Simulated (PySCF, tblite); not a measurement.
Scan of CH4B (anion, charge -1), singlet: twist about the double or partial double bond, both ends planar. Scanned: twist about the central bond. Other coordinates (C-B length, H-C-B angle, H-B-C angle, C-H length, B-H length) were minimised at B3LYP/def2-TZVP.

Methods: GFN2-xTB, 300 K electronic temperature (tblite); RMP2/6-31G* = restricted MP2 (frozen core)/6-31G*, spherical d run with PySCF; RKS-B3LYP/3-21G = PySCF with restricted B3LYP/3-21G; CCSD(T) on RHF/aug-cc-pVDZ, 2 core orbitals frozen (PySCF).

Energies relative to the lowest point of each profile, in kcal/mol; the last columns give the difference from CCSD(T):

```tsv
at / °	GFN2-xTB	RMP2/6-31G*	RKS-B3LYP/3-21G	CCSD(T)	GFN2-xTB − CCSD(T)	RMP2/6-31G* − CCSD(T)	RKS-B3LYP/3-21G − CCSD(T)
0	0.0	0.0	0.0	0.0	0.0	0.0	0.0
7.50	0.5	0.6	0.6	0.5	0.0	0.1	0.1
15	2.0	2.3	2.2	2.0	0.0	0.3	0.3
22.50	4.4	5.1	5.0	4.4	0.0	0.7	0.6
30	7.7	9.1	8.9	7.8	0.0	1.3	1.1
37.50	11.9	14.1	13.7	12.0	-0.1	2.1	1.7
45	16.9	20.2	19.6	17.0	-0.1	3.1	2.5
52.50	22.6	27.1	26.3	22.8	-0.1	4.3	3.5
60	28.9	35.0	33.7	29.1	-0.2	5.8	4.6
67.50	35.7	43.5	41.8	35.9	-0.2	7.6	5.9
75	42.6	52.6	50.3	43.0	-0.3	9.6	7.3
82.50	49.5	61.5	58.8	49.9	-0.5	11.6	8.9
90	54.6	66.5	66.3	55.0	-0.3	11.5	11.4
```

GFN2-xTB is furthest from CCSD(T) at 82.50 (-0.5 kcal/mol, below); its mean absolute difference over the points is 0.2 kcal/mol.

RMP2/6-31G* is furthest from CCSD(T) at 82.50 (11.6 kcal/mol, above); its mean absolute difference over the points is 4.5 kcal/mol.

RKS-B3LYP/3-21G is furthest from CCSD(T) at 90 (11.4 kcal/mol, above); its mean absolute difference over the points is 3.7 kcal/mol.

Near 90° the triplet can lie below this singlet.
